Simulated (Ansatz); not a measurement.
Ansatz (a first-principles code) input (RPA@PBE/cc-pVTZ):

Ansatz 0.2 input:
```yaml
crystal:
  periodic: [false, false, false]
  atoms:
    - {symbol: C, position_ang: [1.38536559, -0.65444051, 0.01341653]}
    - {symbol: B, position_ang: [-0.00097098, 0.01475141, 0.00545482]}
    - {symbol: O, position_ang: [-1.14504288, -0.60418661, -0.44886990]}
    - {symbol: O, position_ang: [-0.11809732, 1.29586703, 0.47294815]}
    - {symbol: H, position_ang: [2.26439657, -0.13723860, 0.37841339]}
    - {symbol: H, position_ang: [1.56487269, -1.66448839, -0.33857532]}
    - {symbol: H, position_ang: [-1.00751514, -1.50063881, -0.76542125]}
    - {symbol: H, position_ang: [-1.02397110, 1.62180845, 0.42518392]}
basis:
  gaussian:
    orbitals: cc-pVTZ
hamiltonian:
  xc: pbe
magnetization: {spin_polarized: true, initial_magnetization: 1}
correlation: {method: rpa, electrons: outside_noble_gas}
```

Output:

```
Functional definition: PBE
integrals: 0.20 GiB planned
1037 factors; integrals over basis functions are off by at most 1.2e-3 eV
0.29 GiB of the device are held for the grids
0.76 GiB of device memory are held for the factors and their scratch space
mean field: 0.77 GiB planned
mean field evaluation 1: about -5857.8884 eV, gradient 5.8e1 eV
mean field evaluation 2: about -5857.8832 eV, gradient 5.8e1 eV
mean field evaluation 4: about -5868.5443 eV, gradient 1.4e1 eV
mean field evaluation 8: about -5869.3706 eV, gradient 7.5e-2 eV
mean field evaluation 16: about -5869.3682 eV, gradient 3.7e-5 eV
mean field -5869.36816196 eV, -215.6953015515 hartree, gradient 3.2e-6 eV, S^2 0.753056; 1 other end points of the search recorded, 0 dependent functions left out
4 core orbitals not correlated
reference -5843.19784220 eV, -214.7335600390 hartree; 12, 11 occupied and 160, 161 virtual orbitals, 1037 factors
Total energy: -5874.52933620 eV, -215.8849712063 hartree
```

It need not be the lowest isomer of its formula.
